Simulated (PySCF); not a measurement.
Calculation: PBE-D3(BJ)/def2-TZVP // PBE-D3(BJ)/def2-SVP in PySCF 2.14.0. All species are isolated molecules in the gas phase. One relaxed conformer stands for a flexible species; it need not be the lowest. Excitations are Tamm–Dancoff values on a coarser integration grid. The basis has no diffuse functions, so Rydberg states are missing or too high.

Reference species (SMILES): `CCC(CC)(CC)CC` (neutral, multiplicity 1).

The S1–T1 gap (TDA) is 0.09 eV and the T1 excitation (TDA) is 6.97 eV.

Changed species: `CCC(CC)CC` (1 of 4 C2H5 replaced by H; the reference has 0 of 4 C2H5 replaced by H).

Q: What does the change do to the S1–T1 gap (TDA) and T1 excitation (TDA)?

A: the S1–T1 gap (TDA) rises by 0.04 eV, to 0.13 eV; the T1 excitation (TDA) goes up by 0.61 eV, to 7.58 eV.
